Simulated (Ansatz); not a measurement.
Geometry optimisation, UKS PBE0/def2-SVP in Ansatz 0.2.0.

Input:

```yaml
crystal:
  periodic: [false, false, false]
  atoms:
    - { symbol: Zn, position_ang: [-0.845729, 0.361695, -0.097618] }
    - { symbol: H, position_ang: [1.015528, -1.136163, -1.617966] }
    - { symbol: O, position_ang: [-2.20375, 0.505353, -1.237554] }
    - { symbol: H, position_ang: [1.119415, -0.886191, -0.968249] }
    - { symbol: C, position_ang: [0.736972, 0.293955, 1.063202] }
    - { symbol: H, position_ang: [-3.002255, 0.018806, -1.012769] }
    - { symbol: H, position_ang: [0.562508, 0.781814, 2.03528] }
    - { symbol: H, position_ang: [1.581158, 0.808505, 0.576784] }
    - { symbol: H, position_ang: [1.036053, -0.747674, 1.258789] }
magnetization:
  spin_polarized: true
basis:
  gaussian: { orbitals: def2-SVP }
hamiltonian:
  xc: pbe0
relax:
  f_tol: 0.03
  max_steps: 50
```

Launched with:

```bash
$ ansatz run input.yaml --threads 2 --pin off --max-ram 3072MiB --backend cpu --events-out ev --progress --plain --runs-dir out
```

**Question.** Where does it end, and by what steps?

**Answer.** The run converged. After 31 steps the energy has fallen by 0.295 eV; H4 moved furthest, 2.27 Å.

| step | energy less start (eV) | largest force component (eV/Å) | accepted |
| --- | --- | --- | --- |
| 0 | 0.0000 | 2.374 | yes |
| 2 | -0.1553 | 0.173 | yes |
| 4 | -0.1653 | 0.071 | yes |
| 6 | -0.1649 | 0.539 | no |
| 8 | -0.1713 | 0.271 | yes |
| 10 | -0.1765 | 0.113 | yes |
| 12 | -0.1870 | 0.306 | yes |
| 14 | -0.2187 | 0.530 | yes |
| 16 | -0.2338 | 0.854 | no |
| 18 | -0.2518 | 0.179 | yes |
| 20 | -0.2571 | 0.124 | yes |
| 22 | -0.2679 | 0.356 | yes |
| 24 | -0.2767 | 0.254 | yes |
| 26 | -0.2921 | 0.091 | yes |
| 28 | -0.2938 | 0.072 | yes |
| 30 | -0.2948 | 0.065 | yes |
| 31 | -0.2951 | 0.021 | yes |

```xyz
9
Properties=species:S:1:pos:R:3
Zn -0.407 0.385 0.194
H -0.073 -1.183 -2.560
O -1.393 0.242 -1.288
H 0.339 -1.711 -2.932
C 0.719 0.644 1.737
H -2.039 -0.471 -1.303
H 0.190 1.198 2.527
H 1.621 1.215 1.467
H 1.044 -0.321 2.157
```

Whether the end is a true minimum wasn't checked by a vibrational analysis.

The run took 100 s on 2 threads of Arm Neoverse V1, with other jobs on the host, peak memory 0.25 GiB.
